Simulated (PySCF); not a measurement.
GeH7NSi2, SMILES [GeH2]1[SiH2][SiH2][NH]1.

Geometry: ωB97X-D3(BJ)/def2-SVP. The structure was generated by enumeration, and PubChem lists no compound with its InChIKey, so it may never have been made.

Calculation: TDA-B3LYP/def2-SVPD (PySCF).

Vertical excitations.  State labels are in the subgroup Cs.

```tsv
state	symmetry	energy (eV)	λ (nm)	f	main pairs
S1	A"	5.10	243	0.002	HOMO→LUMO 99 %
S2	A'	5.57	222	0.130	HOMO−1→LUMO 95 %
S3	A"	5.69	218	0.003	HOMO→LUMO+1 99 %
S4	A'	5.95	208	0.006	HOMO→LUMO+2 97 %
S5	A"	5.96	208	0.000	HOMO−1→LUMO+2 98 %
S6	A"	6.25	198	0.010	HOMO→LUMO+3 99 %
S7	A'	6.29	197	0.139	HOMO−1→LUMO+1 83 %
S8	A'	6.54	189	0.051	HOMO−1→LUMO+3 86 %
S9	A'	6.82	182	0.024	HOMO−2→LUMO 95 %
S10	A"	6.88	180	0.025	HOMO→LUMO+4 92 %
T1	A"	4.83	257	0	HOMO→LUMO 96 %
T2	A'	5.00	248	0	HOMO−1→LUMO 96 %
T3	A'	5.37	231	0	HOMO−1→LUMO+1 52 %, HOMO→LUMO+2 44 %
T4	A"	5.39	230	0	HOMO−1→LUMO+2 95 %
```
Triplets are in the Tamm–Dancoff approximation.
